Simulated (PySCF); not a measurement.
# Radial density of Nd (neodymium, neutral)

UHF, [Xe] 4f5 6s1, 6s spin antiparallel (an excited configuration). Calculation: PySCF 2.14, in x2c-TZVPPall (11s7p7d4f2g, 113 functions); scalar relativity by spin-free X2C-1e.

```json
{"r (bohr)": "0.0271", "4πr²ρ (e/bohr)": "70.45", "4πr²(ρα − ρβ)": "0.0044"}
{"r (bohr)": "0.0457", "4πr²ρ (e/bohr)": "81.48", "4πr²(ρα − ρβ)": "0.0060"}
{"r (bohr)": "0.0768", "4πr²ρ (e/bohr)": "104.0", "4πr²(ρα − ρβ)": "-0.0099"}
{"r (bohr)": "0.129", "4πr²ρ (e/bohr)": "76.95", "4πr²(ρα − ρβ)": "0.0040"}
{"r (bohr)": "0.217", "4πr²ρ (e/bohr)": "90.17", "4πr²(ρα − ρβ)": "0.4289"}
{"r (bohr)": "0.365", "4πr²ρ (e/bohr)": "37.48", "4πr²(ρα − ρβ)": "2.1835"}
{"r (bohr)": "0.615", "4πr²ρ (e/bohr)": "40.49", "4πr²(ρα − ρβ)": "4.3079"}
{"r (bohr)": "1.03", "4πr²ρ (e/bohr)": "14.23", "4πr²(ρα − ρβ)": "3.4638"}
{"r (bohr)": "1.74", "4πr²ρ (e/bohr)": "6.619", "4πr²(ρα − ρβ)": "1.1930"}
{"r (bohr)": "2.93", "4πr²ρ (e/bohr)": "1.166", "4πr²(ρα − ρβ)": "0.0355"}
{"r (bohr)": "4.92", "4πr²ρ (e/bohr)": "0.2178", "4πr²(ρα − ρβ)": "-0.2030"}
{"r (bohr)": "8.28", "4πr²ρ (e/bohr)": "0.07332", "4πr²(ρα − ρβ)": "-0.0728"}
{"r (bohr)": "13.9", "4πr²ρ (e/bohr)": "0.0007695", "4πr²(ρα − ρβ)": "-0.0008"}
```

Densities and radii are taken from the X2C orbitals without a picture-change correction, which distorts them close to the nucleus.

⟨L²⟩ = 24.06 against 30 for a pure H term, so this real determinant mixes terms. Spin-orbit coupling, absent here, splits the open shell strongly. With the s spin flipped the determinant is a mixture of two multiplicities, not a spectroscopic state.
